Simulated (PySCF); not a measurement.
## Fractional electron number in Tc⁻ (technetium, charge -1)

The 4d beta orbital of [Kr] 4d6 5s2 is emptied in steps (occupation f), with all orbitals relaxed, ending at [Kr] 4d5 5s2. All numbers are calculated (PySCF 2.14, a scalar-relativistic core potential, in def2-TZVPPD with the def2 core potential (28 electrons) (6s4p3d2f1g, 56 functions)). The exact energy is a straight line in f; departures are measured from the line between the end points of the same method.

```json
{"f": "1", "BHandHLYP (eV)": "0.000", "BLYP (eV)": "0.000"}
{"f": "0.8", "BHandHLYP (eV)": "-0.135", "BLYP (eV)": "-0.605"}
{"f": "0.6", "BHandHLYP (eV)": "-0.211", "BLYP (eV)": "-0.915"}
{"f": "0.4", "BHandHLYP (eV)": "-0.220", "BLYP (eV)": "-0.924"}
{"f": "0.2", "BHandHLYP (eV)": "-0.153", "BLYP (eV)": "-0.622"}
{"f": "0", "BHandHLYP (eV)": "0.000", "BLYP (eV)": "0.000"}
```

```tsv
method	E(f=0) − E(f=1) (eV)	−ε at f=1 (eV)	−ε at f=0.4 (eV)
BHandHLYP	0.011	-0.798	0.148
BLYP	0.514	-3.234	1.241
```

Orbital energy along the path (eV):

| f | BHandHLYP | BLYP |
| --- | --- | --- |
| 1 | 0.798 | 3.234 |
| 0.8 | 0.524 | 1.780 |
| 0.6 | 0.210 | 0.290 |
| 0.4 | -0.148 | -1.241 |
| 0.2 | -0.553 | -2.811 |
| 0 | -1.007 | -4.433 |

At f = 1 the orbital energy is positive for BHandHLYP, BLYP: only the finite basis holds the electron.
